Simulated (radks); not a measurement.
Neutral lutetium inside a hard spherical wall (all orbitals vanish at R), configuration held at [Xe] 4f14 5d1 6s2 and not refilled when levels cross. Calculated with a radial shooting solver on a logarithmic mesh with Libxc functionals: scalar-relativistic Kohn-Sham, PBE, spin-unpolarised, spherical densities, point nucleus. Eigenvalues in eV, with the zero of energy where the potential of the charges vanishes at infinity; a dash marks a level that is unbound or too diffuse for the functional's potential to be trusted. A positive occupied level is held by the wall or, in an anion where self-interaction has pushed it up, behind a barrier. The pressure on the wall is -dE/dV.

| R (bohr) | E (hartree) | kinetic (hartree) | e(5p) | e(4f) | e(6s) | e(5d) | e(6p, empty) | e(7s, empty) | pressure (GPa) |
|---|---|---|---|---|---|---|---|---|---|
| free | -14563.3445 | 15915.499 | -31.662 | -9.624 | -4.659 | -1.750 | -1.345 | - | 0 |
| 20 | -14563.3445 | 15915.499 | -31.662 | -9.624 | -4.659 | -1.749 | -1.344 | -0.067 | < 0.0001 |
| 15 | -14563.3444 | 15915.499 | -31.657 | -9.619 | -4.657 | -1.746 | -1.334 | 0.209 | 0.000167 |
| 12 | -14563.3442 | 15915.501 | -31.624 | -9.586 | -4.636 | -1.717 | -1.270 | 0.854 | 0.00391 |
| 5 | -14563.0987 | 15916.589 | -27.368 | -5.181 | 0.278 | 2.544 | 6.854 | 27.297 | 24.3 |
| 4 | -14562.5949 | 15918.448 | -23.749 | -1.168 | 7.647 | 7.119 | 17.653 | 55.249 | 131 |
| 2.5 | -14556.6737 | 15940.092 | -2.422 | 22.863 | 70.128 | 37.196 | 95.911 | 224.94 | 4550 |
| 2 | -14545.2063 | 15978.975 | 27.980 | 51.905 | 161.63 | 78.231 | 199.71 | 427.32 | 23300 |
